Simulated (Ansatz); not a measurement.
Start from `BCCI` and change one atom or group to get `BCC[SiH2]Cl`.

Ansatz, PBE0-D4/def2-TZVP geometries, multiplicity 1. Each molecule was computed in one conformer, which needn't be the lowest.

Elements past krypton have def2 core potentials.

```
                                          property  `BCCI`
    size of the dipole moment (PBE/def2-TZVPP) / D    1.49
                HOMO energy (PBE0/def2-TZVPP) / eV   -7.22
size of the dipole moment (ωB97M-V/def2-TZVPP) / D    1.55
                 LUMO energy (PBE/def2-TZVPP) / eV   -2.75
               HOMO–LUMO gap (PBE/def2-TZVPP) / eV    3.34
                LUMO energy (PBE0/def2-TZVPP) / eV   -1.71
```

**Question.** What does the change do to each property? (Estimate.)

**Answer.** The calculation gave: 
```
                                          property  `BCC[SiH2]Cl`  shift
    size of the dipole moment (PBE/def2-TZVPP) / D           1.38  -0.11
                HOMO energy (PBE0/def2-TZVPP) / eV          -8.27  -1.05
size of the dipole moment (ωB97M-V/def2-TZVPP) / D           1.48  -0.07
                 LUMO energy (PBE/def2-TZVPP) / eV          -2.48   0.27
               HOMO–LUMO gap (PBE/def2-TZVPP) / eV           4.52   1.18
                LUMO energy (PBE0/def2-TZVPP) / eV          -1.44   0.27
```

With PBE0 the HOMO falls by 1.05 eV and the LUMO rises by 0.27 eV, so the gap widens by about 1.32 eV. PBE moves the HOMO by -0.91 eV and ωB97M-V by -1.09 eV. Dipoles are sizes alone; their direction can turn.

Spin–orbit coupling is left out; it splits and shifts lone-pair levels of the heavy atoms by tenths of an eV.
